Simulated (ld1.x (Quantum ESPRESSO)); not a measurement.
## An all-electron radial function and its pseudo partner (carbon)

Columns: radius, all-electron u(r) and pseudo u(r) of the 2p shell (level -10.72 eV) of carbon in the configuration [He] 2s2 2p1.5; PBE, scalar-relativistic, TM scheme, ld1.x (Quantum ESPRESSO) 7.5.

| r (bohr) | all-electron | pseudo |
| --- | --- | --- |
| 0.130 | 0.0796 | 0.0268 |
| 0.260 | 0.2275 | 0.1033 |
| 0.390 | 0.3764 | 0.2186 |
| 0.520 | 0.5024 | 0.3563 |
| 0.650 | 0.5999 | 0.4973 |
| 0.780 | 0.6710 | 0.6233 |
| 0.910 | 0.7171 | 0.7204 |
| 1.040 | 0.7414 | 0.7814 |
| 1.170 | 0.7477 | 0.8064 |
| 1.300 | 0.7398 | 0.8009 |
| 1.430 | 0.7214 | 0.7736 |
| 1.560 | 0.6953 | 0.7335 |
| 1.690 | 0.6640 | 0.6879 |
| 1.820 | 0.6292 | 0.6419 |
| 1.950 | 0.5926 | 0.5979 |
| 2.080 | 0.5552 | 0.5569 |
| 2.210 | 0.5180 | 0.5183 |
| 2.340 | 0.4815 | 0.4815 |
| 2.470 | 0.4463 | 0.4463 |
| 2.600 | 0.4125 | 0.4125 |
| 2.730 | 0.3805 | 0.3805 |
| 2.860 | 0.3503 | 0.3503 |
| 2.990 | 0.3220 | 0.3220 |
| 3.120 | 0.2955 | 0.2955 |
| 3.250 | 0.2708 | 0.2708 |
| 3.380 | 0.2479 | 0.2479 |

(1) How many radial nodes do the two functions have?

(2) At about which radius was the pseudo-wave matched?

(3) Is the pseudo-wave norm-conserving?

Results:

(1) The all-electron 2p function has n − l − 1 = 0; the pseudo-wave has 0.

(2) 2.50 bohr. The columns agree to 0.0005 from 2.21 bohr on; several derivatives are matched, so the curves merge somewhat inside the radius.

(3) Yes: the TM scheme keeps the norm inside the radius equal to the all-electron one, which fixes the energy derivative of the logarithmic derivative at the level.
